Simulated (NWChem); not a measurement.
System: Si$_{2}$H$_{2}$, singlet; SMILES [Si]=[SiH2]

The following NWChem deck was run.

```
start job
memory heap 200 mb stack 900 mb global 1100 mb
geometry units angstroms
  Si     0.171131     0.985458     0.000000
  Si    -0.242773    -1.192096     0.000000
  H      1.556384     1.579824     0.000000
  H     -0.898896     2.046764     0.000000
end
basis spherical
  * library def2-tzvp
end
dft
  xc becke88 perdew86
  iterations 150
end
driver
  maxiter 120
end
task dft optimize
task dft freq
```

Output (shortened):

```
             Northwest Computational Chemistry Package (NWChem) 7.3.0
             --------------------------------------------------------

 C2V symmetry detected

                             Geometry "geometry" -> ""
                             -------------------------

 Output coordinates in angstroms (scale by  1.889725989 to convert to a.u.)

  No.       Tag          Charge          X              Y              Z
 ---- ---------------- ---------- -------------- -------------- --------------
    1 Si                  14.0000     0.00000000     0.00000000     0.97820578
    2 Si                  14.0000     0.00000000     0.00000000    -1.23833611
    3 H                    1.0000     0.00000000     1.24964323     1.82091228
    4 H                    1.0000     0.00000000    -1.24964323     1.82091228

 Effective nuclear repulsion energy (a.u.)      61.3190149411

      Symmetry information
      --------------------

 Group name             C2v
 Group number             16
 Group order               4
 No. of unique centers     3

                                Z-matrix (autoz)
                                --------

 Units are Angstrom for bonds and degrees for angles

      Type          Name      I     J     K     L     M      Value
      ----------- --------  ----- ----- ----- ----- ----- ----------
    1 Stretch                  1     2                       2.21654
    2 Stretch                  1     3                       1.50724
    3 Stretch                  1     4                       1.50724
    4 Bend                     2     1     3               123.99406
    5 Bend                     2     1     4               123.99406
    6 Bend                     3     1     4               112.01188
    7 Torsion                  2     1     3     4         180.00000
    8 Torsion                  2     1     4     3         180.00000
    9 Torsion                  3     1     2     4         180.00000
   10 Torsion                  2     4     1     3         180.00000
   11 Torsion                  3     2     1     4         180.00000
   12 Torsion                  2     3     1     4         180.00000

  perdew86 is a nonlocal functional; adding perdew81 local functional.

                           NWChem Geometry Optimization
                           ----------------------------

[...]

      ----------------------
      Optimization converged
      ----------------------

  Step       Energy      Delta E   Gmax     Grms     Xrms     Xmax
  ---- ---------------- -------- -------- -------- -------- --------
@    2    -580.14952622 -1.4D-07  0.00018  0.00005  0.00012  0.00028
                                     ok       ok       ok       ok

                                Z-matrix (autoz)
                                --------

 Units are Angstrom for bonds and degrees for angles

      Type          Name      I     J     K     L     M      Value     Gradient
      ----------- --------  ----- ----- ----- ----- ----- ---------- ----------
    1 Stretch                  1     2                       2.21422    0.00018
    2 Stretch                  1     3                       1.49788   -0.00003
    3 Stretch                  1     4                       1.49788   -0.00003
    4 Bend                     2     1     3               124.11324   -0.00001
    5 Bend                     2     1     4               124.11324   -0.00001
    6 Bend                     3     1     4               111.77352    0.00002
    7 Torsion                  2     1     3     4         180.00000    0.00000
    8 Torsion                  2     1     4     3         180.00000    0.00000
    9 Torsion                  3     1     2     4         180.00000    0.00000
   10 Torsion                  2     4     1     3         180.00000    0.00000
   11 Torsion                  3     2     1     4         180.00000    0.00000
   12 Torsion                  2     3     1     4         180.00000    0.00000

                         Geometry "geometry" -> "geometry"
                         ---------------------------------

[...]

 Rotational Constants
 --------------------
 A=   5.438020 cm-1  (  7.823923 K)
 B=   0.221933 cm-1  (  0.319305 K)
 C=   0.213231 cm-1  (  0.306785 K)

 Temperature                      =   298.15K
 frequency scaling parameter      =   1.0000

 Zero-Point correction to Energy  =    8.834 kcal/mol  (  0.014078 au)
 Thermal correction to Energy     =   11.371 kcal/mol  (  0.018120 au)
 Thermal correction to Enthalpy   =   11.963 kcal/mol  (  0.019064 au)

 Total Entropy                    =   62.152 cal/mol-K
   - Translational                =   38.076 cal/mol-K (mol. weight =  57.9695)
   - Rotational                   =   19.980 cal/mol-K (symmetry #  =        2)
   - Vibrational                  =    4.097 cal/mol-K

 Cv (constant volume heat capacity) =   11.212 cal/mol-K
   - Translational                  =    2.979 cal/mol-K
   - Rotational                     =    2.979 cal/mol-K
   - Vibrational                    =    5.253 cal/mol-K

[normal modes left out]

 ----------------------------------------------------------------------------
 Normal Eigenvalue ||           Projected Infra Red Intensities
  Mode   [cm**-1]  || [atomic units] [(debye/angs)**2] [(KM/mol)] [arbitrary]
 ------ ---------- || -------------- ----------------- ---------- -----------
    1       -0.000 ||    0.000001           0.000         0.001       0.001
    2       -0.000 ||    0.000001           0.000         0.001       0.001
    3       -0.000 ||    0.000000           0.000         0.000       0.000
    4       -0.000 ||    0.000001           0.000         0.001       0.001
    5       -0.000 ||    0.000001           0.000         0.001       0.001
    6        0.000 ||    0.000000           0.000         0.000       0.000
    7      214.411 ||    0.021694           0.501        21.149      14.248
    8      323.595 ||    0.002305           0.053         2.247       1.514
    9      511.451 ||    0.016123           0.372        15.718      10.589
   10      851.293 ||    0.048317           1.115        47.102      31.732
   11     2125.771 ||    0.042554           0.982        41.484      27.948
   12     2156.104 ||    0.051718           1.193        50.417      33.966
 ----------------------------------------------------------------------------
```

Level: BP86/def2-TZVP. Low-valent species are run as closed-shell singlets; no triplet was tried in these runs.
